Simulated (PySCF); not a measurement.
Problem. Give a PBE0-D3(BJ)/def2-SVP geometry of tetraethylsilane, `[Si](CC)(CC)(CC)CC`.

Solution. 
```
atom  x, y, z in Å
C1     1.5913    2.5988   -0.2000
C2     0.8390    1.6923    0.7701
Si3    0.0044    0.1941   -0.0313
C4    -0.8827   -0.7864    1.3238
C5    -1.6439   -2.0135    0.8302
C6     1.3003   -0.8936   -0.8814
C7     2.3894   -1.4321    0.0418
C8    -1.2397    0.7668   -1.3380
C9    -2.3505    1.6699   -0.8095
H10    2.0552    3.4594    0.3082
H11    2.3976    2.0564   -0.7199
H12    0.9237    3.0034   -0.9780
H13    0.0626    2.2656    1.3073
H14    1.5212    1.3217    1.5558
H15   -1.5667   -0.0966    1.8495
H16   -0.1305   -1.0793    2.0778
H17   -0.9772   -2.7266    0.3186
H18   -2.1319   -2.5598    1.6533
H19   -2.4325   -1.7391    0.1110
H20    0.7714   -1.7269   -1.3775
H21    1.7492   -0.3061   -1.7022
H22    2.9498   -0.6168    0.5275
H23    1.9676   -2.0553    0.8469
H24    3.1230   -2.0527   -0.4975
H25   -1.6700   -0.1323   -1.8137
H26   -0.6787    1.2787   -2.1400
H27   -2.9404    1.1704   -0.0238
H28   -3.0550    1.9707   -1.6015
H29   -1.9457    2.5946   -0.3674
```

Orientation and origin are arbitrary. Atoms count from 1 in this order. All 4 C–Si bonds measure 1.893 Å. All 4 C–C bonds measure 1.526 Å. Si3 (four-coordinate silicon) is tetrahedral (angles from 108.3° to 110.2°).

Bonds between heavy atoms (Å): C1–C2 1.526, C2–Si3 1.893, Si3–C4 1.893, C4–C5 1.526, Si3–C6 1.893, C6–C7 1.526, Si3–C8 1.893, C8–C9 1.526.

Method: PBE0-D3(BJ)/def2-SVP geometry optimisation, gas phase (PySCF).

Stationary, but not proved a minimum. The numbers are those of one conformer (C1–C2–Si3–C4 -179°, C2–Si3–C4–C5 178°, C2–Si3–C6–C7 59°, C2–Si3–C8–C9 -59°).
